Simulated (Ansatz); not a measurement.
Basis-set series for CH4InS (`[CH3][In][SH]`) radical. Total charge 0; spin multiplicity 2. In: def2 effective core potential. The structure was optimised at the PBE0-D4/def2-TZVP level. It is one conformer, not always the lowest.

```json
{"functional": "PBE0-D4", "basis": "def2-SVP", "functions": "78", "energy (Eh)": "-628.49760", "HOMO (eV)": "-5.58", "LUMO (eV)": "-2.83"}
{"functional": "PBE0-D4", "basis": "def2-TZVPP", "functions": "179", "energy (Eh)": "-628.69026", "HOMO (eV)": "-5.65", "LUMO (eV)": "-2.92"}
{"functional": "ωB97M-V", "basis": "def2-SVP", "functions": "78", "energy (Eh)": "-628.57373", "HOMO (eV)": "-7.52", "LUMO (eV)": "-1.20"}
{"functional": "ωB97M-V", "basis": "def2-TZVPP", "functions": "179", "energy (Eh)": "-628.76927", "HOMO (eV)": "-7.62", "LUMO (eV)": "-1.33"}
```

Q: Give the rows for def2-QZVPP. (An estimate is asked.)

A: The calculation gave: 
```tsv
functional	basis	functions	energy (Eh)	HOMO (eV)	LUMO (eV)
PBE0-D4	def2-QZVPP	329	-628.70635	-5.68	-2.96
ωB97M-V	def2-QZVPP	329	-628.78494	-7.64	-1.41
```

HOMO and LUMO are taken over both spins.

Program: Ansatz 0.2.0.
